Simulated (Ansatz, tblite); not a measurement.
Spin states of Ag3Pd (the lowest doublet isomer of a short search), each relaxed with r2SCAN-D4/def2-SVP in Ansatz. Electronic energies in the gas phase.

In the def2 sets Ag, Pd take a core potential; there is no spin–orbit coupling. The xTB rows come from tblite. LC-ωPBE has ω = 0.4 bohr⁻¹. Correlated methods freeze no core orbitals; core or outer-core shells of Pd, Ag are correlated, in sets that lack core-valence functions. HOMO above LUMO, or a gap near zero within one spin, warns that the state may not be the lowest or that an electron is smeared out. The structure comes from a short search, and lower isomers may exist.

Doublet geometry (Cs within 0.1 Å):

```xyz
4

Pd    1.013    0.042    0.840
Ag   -0.956    0.414   -0.858
Ag    1.416   -0.475   -1.720
Ag   -1.474    0.019    1.738
```

Quartet geometry (C2v within 0.1 Å):

| atom | x (Å) | y (Å) | z (Å) |
| --- | --- | --- | --- |
| Pd1 | -0.073 | -1.376 | -0.465 |
| Ag2 | 0.077 | 1.384 | 0.495 |
| Ag3 | 2.184 | 0.004 | -0.377 |
| Ag4 | -2.189 | -0.011 | 0.348 |

⟨S²⟩: doublet 0.76 at PBE0-D4/def2-TZVP (pure 0.75), quartet 3.76 at PBE0-D4/def2-TZVP (pure 3.75).

Run but left out: HF/STO-3G (doublet: ⟨S²⟩ 4.27, where a pure state has 0.75).

Only these spin states were relaxed.

```json
{"level": "revPBE-D4/def2-TZVP", "quartet − doublet (kcal/mol)": "36.6", "lowest of these": "doublet"}
{"level": "r2SCAN-D4/def2-TZVP", "quartet − doublet (kcal/mol)": "33.8", "lowest of these": "doublet"}
{"level": "BHLYP-D4/def2-TZVP", "quartet − doublet (kcal/mol)": "27.0", "lowest of these": "doublet"}
{"level": "LC-ωPBE/def2-TZVP", "quartet − doublet (kcal/mol)": "32.7", "lowest of these": "doublet"}
{"level": "RPA@PBE/def2-TZVP", "quartet − doublet (kcal/mol)": "26.9", "lowest of these": "doublet"}
{"level": "MP2/def2-TZVP", "quartet − doublet (kcal/mol)": "37.5", "lowest of these": "doublet"}
```

Estimate the rows for GFN1-xTB, GFN2-xTB, PBE-D4/def2-TZVP, r2SCANh-D4/def2-TZVP, PBE0-D4/def2-TZVP, r2SCAN0-D4/def2-TZVP.


```csv
level,quartet − doublet (kcal/mol),lowest of these,remarks
GFN1-xTB,42.0,doublet,–
GFN2-xTB,25.2,doublet,–
PBE-D4/def2-TZVP,37.8,doublet,gap within one spin near zero (quartet)
r2SCANh-D4/def2-TZVP,32.2,doublet,–
PBE0-D4/def2-TZVP,33.2,doublet,–
r2SCAN0-D4/def2-TZVP,29.6,doublet,–
```

The xTB methods have no spin-polarisation term.
